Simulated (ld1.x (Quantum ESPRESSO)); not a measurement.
Which change was made? (Sb, TM semilocal)

```
Element                 : antimony (Sb)
Generator               : ld1.x (Quantum ESPRESSO) 7.5
Type                    : norm-conserving Troullier–Martins (semilocal form)
Functional              : PBEsol
Relativity              : scalar-relativistic
Frozen core             : [Kr] 4d10
Valence charge          : 5
Reference configuration : 5s1 5p4
Partial waves           : 5s (bound): rc 2.05 bohr; 5p (bound): rc 2.00 bohr
Local potential         : the p channel
Core correction         : none
```

Cutoffs, loose and tight: the cutoffs (Ry, on a coarse ladder) from which the occupation-weighted sum of valence levels, in a spherical-Bessel basis at the reference potential, stays within 10 and 1 mRy of its value at 400 Ry. They do not see the model core or the augmentation charge, which bear on the density cutoff. Test errors are all-electron minus pseudo excitation energies from the reference, over the configurations 5s2 5p3; 5s2 5p2; 5s2 5p1; 5s1 5p0; 5s2 5p2.5; 5s1 5p3; 5s2 5p0; variants that change the core or the reference have their own tests.

The base gives: outcome: generated; cutoff, loose: 21 Ry; cutoff, tight: 35 Ry; bound ghosts: none; largest test error (meV): -85.

**Question.** After one change the result is: outcome: generated; cutoff, loose: 35 Ry; cutoff, tight: 70 Ry; bound ghosts: none; largest test error (meV): -65. Which change was it?
A. all radii scaled by about 1.07 (s 2.18, p 2.14 bohr)
B. all radii scaled by about 1.37 (s 2.80, p 2.74 bohr)
C. all radii scaled by about 0.86 (s 1.76, p 1.72 bohr)
D. all radii scaled by about 1.22 (s 2.50, p 2.44 bohr)

**Answer.** C. The others give: all radii scaled by about 1.22 (s 2.50, p 2.44 bohr) → outcome: generated; cutoff, loose: 15 Ry; cutoff, tight: 30 Ry; bound ghosts: none; largest test error (meV): +75 | all radii scaled by about 1.07 (s 2.18, p 2.14 bohr) → outcome: generated; cutoff, loose: 18 Ry; cutoff, tight: 30 Ry; bound ghosts: none; largest test error (meV): -69 | all radii scaled by about 1.37 (s 2.80, p 2.74 bohr) → outcome: generated; cutoff, loose: 12 Ry; cutoff, tight: 21 Ry; bound ghosts: none; largest test error (meV): +71.
